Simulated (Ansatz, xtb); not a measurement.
**Relative energy of two isomers of CH3ClF2Si2**

Structure X is `F[SiH](F)/C=[SiH]\Cl`, a singlet and structure Y is `F[SiH](F)/C=[SiH]/Cl`, a singlet. Both are isolated molecules in the gas phase, relaxed with B3LYP/6-31G*; the shapes shown needn't be the lowest conformers.

X (Å):

```yaml
atoms:
  - { symbol: C, position_ang: [1.3591, -2.0765, -1.8412] }
  - { symbol: Cl, position_ang: [0.7314, -3.1540, 1.2605] }
  - { symbol: F, position_ang: [-0.6222, -0.2707, -2.7727] }
  - { symbol: F, position_ang: [0.0017, -0.2007, -0.2663] }
  - { symbol: Si, position_ang: [0.6046, -0.4179, -1.7409] }
  - { symbol: Si, position_ang: [1.4623, -3.2876, -0.6444] }
  - { symbol: H, position_ang: [1.5389, 0.6895, -2.0381] }
  - { symbol: H, position_ang: [1.8218, -2.3673, -2.7870] }
  - { symbol: H, position_ang: [2.1239, -4.5929, -0.8328] }
```

Y (Å):

| atom | x (Å) | y (Å) | z (Å) |
| --- | --- | --- | --- |
| C | -1.1586 | -0.6796 | 0.9078 |
| Cl | 1.3065 | 0.4677 | 2.8036 |
| F | -0.5968 | -1.4796 | -1.6930 |
| F | -2.9125 | -0.3928 | -1.3212 |
| Si | -1.8206 | -1.3645 | -0.6475 |
| Si | 0.4922 | -0.2825 | 1.0741 |
| H | -2.4614 | -2.6912 | -0.5237 |
| H | -1.8288 | -0.5218 | 1.7515 |
| H | 1.5370 | -0.4370 | 0.0511 |

Quicker runs give these differences E(Y) − E(X): GFN2-xTB −2.96 kJ/mol; HF/STO-3G −12.61 kJ/mol (at GFN2-xTB geometries); r2SCAN-D4/def2-SVP −2.38 kJ/mol (at GFN2-xTB geometries).

Question: Estimate E(Y) − E(X) at the level CCSD(T)/def2-SVP + ΔMP2/def2-TZVPP.

Answer: Too close to call at this level: CCSD(T)/def2-SVP + ΔMP2/def2-TZVPP gives E(Y) − E(X) = −4.64 kJ/mol.

The same difference at several levels:

```
                             level      geometry  E(Y) − E(X) (kJ/mol)  departure from the last row (kJ/mol)  job, with rough time for the two
                          GFN2-xTB      GFN2-xTB                   −2.96                                 +1.67              optimisation, 0.63 s
                         HF/STO-3G      GFN2-xTB                  −12.61                                 −7.97              single point, 0.79 s
                r2SCAN-D4/def2-SVP      GFN2-xTB                   −2.38                                 +2.26                 single point, 4 s
                      B3LYP/6-31G*  B3LYP/6-31G*                   −8.26                                 −3.63                optimisation, 68 s
                       HF/def2-SVP  B3LYP/6-31G*                   −5.80                                 −1.16           part of the CCSD(T) run
                      MP2/def2-SVP  B3LYP/6-31G*                   −5.58                                 −0.94           part of the CCSD(T) run
                  CCSD(T)/def2-SVP  B3LYP/6-31G*                   −5.37                                 −0.73                      single point
CCSD(T)/def2-SVP + ΔMP2/def2-TZVPP  B3LYP/6-31G*                   −4.64                                                      single point, 32 s
```

As drawn, both hold the same kinds of bond in the same numbers.

The largest departure from CCSD(T)/def2-SVP + ΔMP2/def2-TZVPP is that of HF/STO-3G, 7.97 kJ/mol. The last row adds to CCSD(T) the change of the MP2 difference between the two basis sets, here +0.73 kJ/mol.

With harmonic frequencies from B3LYP/6-31G* (ideal gas, rigid rotor, one conformer each, 298.15 K, 1 atm): on the last row, ΔE + ΔZPE = −4.48 kJ/mol. A mode under 50 cm⁻¹ makes harmonic enthalpies and free energies unreliable, so none is given.

The correlated steps freeze 18 core orbitals. Run with Ansatz 0.2.0, xtb 6.7.1; the last row on 2 threads of Intel(R) Xeon(R) Platinum 8488C (Sapphire Rapids) on a shared host.
